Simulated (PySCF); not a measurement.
# Input and output

Re2O7 (singlet). PySCF 2.14.0, RKS PBE0, Re def2-SVP with ECP60, O def2-SVP; non-relativistic Hamiltonian with scalar-relativistic core potentials where named; density fitting; no spin-orbit coupling. Purpose: singlet excitations, Tamm-Dancoff PBE0.

```python
mol = gto.M(atom='''
Re    -0.03576     0.46985     1.81809
Re    -0.03576    -0.46985    -1.81809
O     -0.03941    -0.00000    -0.00000
O     -1.28026     1.56658     2.14646
O     -1.28026    -1.56658    -2.14646
O      1.43571     1.18890     2.23835
O     -0.25842    -0.90065     2.78328
O     -0.25842     0.90065    -2.78328
O      1.43571    -1.18890    -2.23835''',
    basis={'Re': 'def2-SVP', 'O': 'def2-SVP'},
    ecp={'Re': 'def2-SVP'},
    charge=0, spin=0)
mf = dft.RKS(mol, xc='PBE0')
mf.grids.atom_grid = (50, 194)
mf = mf.density_fit()  # fitting sets: Re def2-universal-JKFIT, O def2-universal-JKFIT
mf.conv_tol = 1e-08; mf.max_cycle = 55
mf.kernel(dm0)  # dm0: converged density of the relaxed state
td = mf.TDA(); td.nstates = 8; td.kernel()
```

Run from Python with OMP_NUM_THREADS=4; the lines above give its settings. Where DIIS fails, smearing, a level shift and second-order steps follow.
It took 80 s on 4 threads of AMD EPYC 7R43 64-Core Processor (Zen 3), on a shared host, from an already converged density.

(1) Where do the frontier levels lie, over both spins?

(2) What does the SCF print?

(3) What are the Mulliken charges and spins?

(4) Which singlet excitations follow (Tamm-Dancoff, 8 states)?

The geometry was relaxed with PBE0 (Re def2-SVP with ECP60, O def2-SVP).

## Answers

(1) HOMO -10.38 eV, LUMO -3.93 eV. 

(2) 
```
init E= -682.400730232993
cycle= 1 E= -682.400730259615  delta_E= -2.66e-08  |g|= 0.000314  |ddm|= 0.000979
cycle= 2 E= -682.400730050338  delta_E= 2.09e-07  |g|= 0.00107  |ddm|= 0.000929
cycle= 3 E= -682.400730279191  delta_E= -2.29e-07  |g|= 4.46e-05  |ddm|= 0.000727
cycle= 4 E= -682.400730279466  delta_E= -2.75e-10  |g|= 2.33e-05  |ddm|= 4.23e-05
Extra cycle  E= -682.400730278766  delta_E= 7e-10  |g|= 6.42e-05  |ddm|= 6e-05
converged SCF energy = -682.400730278766
```

(3) 
```json
{"atom": "Re1", "charge (e)": "1.369", "spin (e)": "0.000"}
{"atom": "Re2", "charge (e)": "1.369", "spin (e)": "0.000"}
{"atom": "O3", "charge (e)": "-0.743", "spin (e)": "0.000"}
{"atom": "O4", "charge (e)": "-0.333", "spin (e)": "0.000"}
{"atom": "O5", "charge (e)": "-0.333", "spin (e)": "0.000"}
{"atom": "O6", "charge (e)": "-0.332", "spin (e)": "0.000"}
{"atom": "O7", "charge (e)": "-0.333", "spin (e)": "0.000"}
{"atom": "O8", "charge (e)": "-0.333", "spin (e)": "0.000"}
{"atom": "O9", "charge (e)": "-0.332", "spin (e)": "0.000"}
```

(4) 
| state | eV | oscillator strength |
| --- | --- | --- |
| 1 | 4.74 | 0.0004 |
| 2 | 4.74 | 0.0003 |
| 3 | 4.74 | 0.0002 |
| 4 | 4.75 | 0.0001 |
| 5 | 5.07 | 0.0000 |
| 6 | 5.08 | 0.0000 |
| 7 | 5.08 | 0.0038 |
| 8 | 5.09 | 0.0179 |
Functionals without range separation put charge-transfer states too low; the basis has no diffuse functions.
